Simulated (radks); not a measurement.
The numbers below are computed, except where a source is named.
The oxygen anion O-, [He] 2s2 2p5, held by a Watson sphere: a shell of charge +1 at radius R that stands for the Madelung well of a crystal (potential energy -1/R inside, -1/r outside, in hartree with lengths in bohr). Code: a radial shooting solver on a logarithmic mesh with Libxc functionals. Model: non-relativistic Kohn-Sham, LDA (Slater exchange, Perdew-Wang correlation), spin-polarised, spherical densities, point nucleus; open shells are filled with parallel spins first. Response by self-consistent Sternheimer equations with the Hartree and adiabatic LDA kernel. The sphere does not respond.

| R (bohr) | e(2s down) (eV) | e(2p up) (eV) | e(2p down) (eV) | <r> 2p (bohr) | sum of <r^2> (bohr^2) | X-ray form factor at sin(theta)/lambda = 0.2 1/angstrom | alpha (bohr^3) |
|---|---|---|---|---|---|---|---|
| 2.17 | -21.178 | -8.288 | -7.058 | 1.445 | 16.97 | 5.826 | 11.24 |
| 2.21 | -21.072 | -8.195 | -6.966 | 1.450 | 17.07 | 5.819 | 11.49 |
| 2.54 | -20.270 | -7.469 | -6.251 | 1.487 | 17.85 | 5.773 | 13.67 |
| 3.04 | -19.263 | -6.524 | -5.310 | 1.535 | 18.85 | 5.731 | 17.34 |
| 3.18 | -19.019 | -6.290 | -5.076 | 1.547 | 19.10 | 5.723 | 18.44 |
| 3.76 | -18.147 | -5.445 | -4.227 | 1.589 | 19.99 | 5.703 | 23.30 |
